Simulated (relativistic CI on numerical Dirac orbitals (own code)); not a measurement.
**Electric-dipole lines of Ce²⁹⁺**

These numbers are calculated, not measured: Dirac-Coulomb-Breit CI, KLI orbitals optimised for each configuration, a model potential for QED, unscaled Slater integrals (own radial code, finite nucleus).

CI space (outside the closed core [Ar]): 3d10 4s, 3d10 4p, 3d10 4d, 3d10 4f, 3d10 5s, 3d10 5p, 3d10 5d, 3d10 5f, 3d10 5g, 3d9 4p2, 3d10 6s, 3d10 6p, 3d10 6d, 3d8 4s 4p2, 3d9 4s2, 3d10 6f. Levels of other configurations are missing.

| λ vac (Å) | Lower | Upper | A (s⁻¹) | E lower (eV) | E upper (eV) |
| --- | --- | --- | --- | --- | --- |
| 14.871 | 3d10 4p 2P°_3/2 [3] | 3d9 4p2 2P_3/2 [47] | 1.98e+12 | 88.581 | 922.285 |
| 14.873 | 3d10 4p 2P°_3/2 [3] | 3d9 4p2 2D_5/2 [46] | 2.48e+12 | 88.581 | 922.176 |
| 14.897 | 3d10 4p 2P°_1/2 [2] | 3d9 4p2 2P_3/2 [32] | 1.63e+12 | 61.377 | 893.671 |
| 19.524 | 3d10 4p 2P°_3/2 [3] | 3d10 6d 2D_5/2 [21] | 7.35e+11 | 88.581 | 723.618 |
| 22.095 | 3d10 4d 2D_3/2 [4] | 3d10 6f 2F°_5/2 [23] | 1.24e+12 | 187.323 | 748.463 |
| 22.300 | 3d10 4d 2D_5/2 [5] | 3d10 6f 2F°_7/2 [24] | 1.33e+12 | 192.849 | 748.835 |
| 25.036 | 3d10 4s 2S_1/2 [1] | 3d10 5p 2P°_3/2 [10] | 5.05e+11 | 0.000 | 495.220 |
| 25.841 | 3d10 4p 2P°_1/2 [2] | 3d10 5d 2D_3/2 [11] | 6.20e+11 | 61.377 | 541.181 |
| 27.237 | 3d10 4p 2P°_3/2 [3] | 3d10 5d 2D_5/2 [12] | 9.23e+11 | 88.581 | 543.794 |
| 30.791 | 3d10 4d 2D_3/2 [4] | 3d10 5f 2F°_5/2 [13] | 1.67e+12 | 187.323 | 589.987 |
| 31.173 | 3d10 4d 2D_5/2 [5] | 3d10 5f 2F°_7/2 [14] | 1.82e+12 | 192.849 | 590.581 |
| 33.946 | 3d10 4p 2P°_3/2 [3] | 3d10 5s 2S_1/2 [8] | 1.37e+12 | 88.581 | 453.819 |
| 39.771 | 3d10 4f 2F°_5/2 [6] | 3d10 5g 2G_7/2 [15] | 3.81e+12 | 298.419 | 610.165 |
| 39.861 | 3d10 4f 2F°_7/2 [7] | 3d10 5g 2G_9/2 [16] | 3.94e+12 | 299.348 | 610.385 |
| 41.004 | 3d10 4d 2D_5/2 [5] | 3d10 5p 2P°_3/2 [10] | 5.80e+11 | 192.849 | 495.220 |
| 41.958 | 3d10 4d 2D_3/2 [4] | 3d10 5p 2P°_1/2 [9] | 7.46e+11 | 187.323 | 482.818 |
| 50.721 | 3d10 4f 2F°_7/2 [7] | 3d10 5d 2D_5/2 [12] | 1.77e+11 | 299.348 | 543.794 |
| 51.072 | 3d10 4f 2F°_5/2 [6] | 3d10 5d 2D_3/2 [11] | 1.93e+11 | 298.419 | 541.181 |
| 54.284 | 3d10 5p 2P°_3/2 [10] | 3d10 6d 2D_5/2 [21] | 2.08e+11 | 495.220 | 723.618 |
| 59.814 | 3d10 5d 2D_3/2 [11] | 3d10 6f 2F°_5/2 [23] | 3.43e+11 | 541.181 | 748.463 |
| 60.468 | 3d10 5d 2D_5/2 [12] | 3d10 6f 2F°_7/2 [24] | 3.80e+11 | 543.794 | 748.835 |
| 69.192 | 3d10 5p 2P°_3/2 [10] | 3d10 6s 2S_1/2 [17] | 4.98e+11 | 495.220 | 674.410 |
| 80.912 | 3d10 5d 2D_5/2 [12] | 3d10 6p 2P°_3/2 [19] | 2.65e+11 | 543.794 | 697.027 |
| 83.144 | 3d10 5d 2D_3/2 [11] | 3d10 6p 2P°_1/2 [18] | 3.31e+11 | 541.181 | 690.301 |
| 93.195 | 3d10 5f 2F°_7/2 [14] | 3d10 6d 2D_5/2 [21] | 1.20e+11 | 590.581 | 723.618 |
| 93.802 | 3d10 5f 2F°_5/2 [13] | 3d10 6d 2D_3/2 [20] | 1.30e+11 | 589.987 | 722.163 |
| 98.443 | 3d10 4p 2P°_1/2 [2] | 3d10 4d 2D_3/2 [4] | 2.25e+11 | 61.377 | 187.323 |
| 111.60 | 3d10 4d 2D_3/2 [4] | 3d10 4f 2F°_5/2 [6] | 1.58e+11 | 187.323 | 298.419 |
| 116.42 | 3d10 4d 2D_5/2 [5] | 3d10 4f 2F°_7/2 [7] | 1.49e+11 | 192.849 | 299.348 |
| 118.91 | 3d10 4p 2P°_3/2 [3] | 3d10 4d 2D_5/2 [5] | 1.58e+11 | 88.581 | 192.849 |
| 139.97 | 3d10 4s 2S_1/2 [1] | 3d10 4p 2P°_3/2 [3] | 7.97e+10 | 0.000 | 88.581 |
| 202.00 | 3d10 4s 2S_1/2 [1] | 3d10 4p 2P°_1/2 [2] | 2.59e+10 | 0.000 | 61.377 |
| 212.43 | 3d10 5p 2P°_1/2 [9] | 3d10 5d 2D_3/2 [11] | 6.62e+10 | 482.818 | 541.181 |
| 254.04 | 3d10 5d 2D_3/2 [11] | 3d10 5f 2F°_5/2 [13] | 4.65e+10 | 541.181 | 589.987 |
| 255.25 | 3d10 5p 2P°_3/2 [10] | 3d10 5d 2D_5/2 [12] | 4.73e+10 | 495.220 | 543.794 |
| 265.00 | 3d10 5d 2D_5/2 [12] | 3d10 5f 2F°_7/2 [14] | 4.41e+10 | 543.794 | 590.581 |
| 299.47 | 3d10 5s 2S_1/2 [8] | 3d10 5p 2P°_3/2 [10] | 2.31e+10 | 453.819 | 495.220 |
| 389.13 | 3d10 6p 2P°_1/2 [18] | 3d10 6d 2D_3/2 [20] | 2.47e+10 | 690.301 | 722.163 |
| 427.55 | 3d10 5s 2S_1/2 [8] | 3d10 5p 2P°_1/2 [9] | 7.85e+09 | 453.819 | 482.818 |
| 466.28 | 3d10 6p 2P°_3/2 [19] | 3d10 6d 2D_5/2 [21] | 1.78e+10 | 697.027 | 723.618 |
| 471.42 | 3d10 6d 2D_3/2 [20] | 3d10 6f 2F°_5/2 [23] | 1.76e+10 | 722.163 | 748.463 |
| 491.66 | 3d10 6d 2D_5/2 [21] | 3d10 6f 2F°_7/2 [24] | 1.67e+10 | 723.618 | 748.835 |
| 548.17 | 3d10 6s 2S_1/2 [17] | 3d10 6p 2P°_3/2 [19] | 8.58e+09 | 674.410 | 697.027 |
| 614.43 | 3d10 5f 2F°_5/2 [13] | 3d10 5g 2G_7/2 [15] | 2.25e+09 | 589.987 | 610.165 |
| 626.03 | 3d10 5f 2F°_7/2 [14] | 3d10 5g 2G_9/2 [16] | 2.21e+09 | 590.581 | 610.385 |

Terms are leading LS components. Brackets give the number of a level in order of energy, since labels repeat. The list gives strong lines, with weight on those to low levels, without lines whose two gauges differ by over a factor of 2.5, among the lowest 53 of 264 levels, so that lines to higher ones, which can be the strongest, are missing. Levels whose partners in the same complex of configurations lie outside the list can be far off, and so can their lines. Rates are taken at the computed energies, electric ones in the length gauge.

At this charge energies of transitions that change n are usually good to better than 1 %, and those within a shell (Δn = 0) to a few per cent.

LS names give the leading component of a level, which can be under half, so a name can repeat, a term be missing and a line seem to break the LS rules.
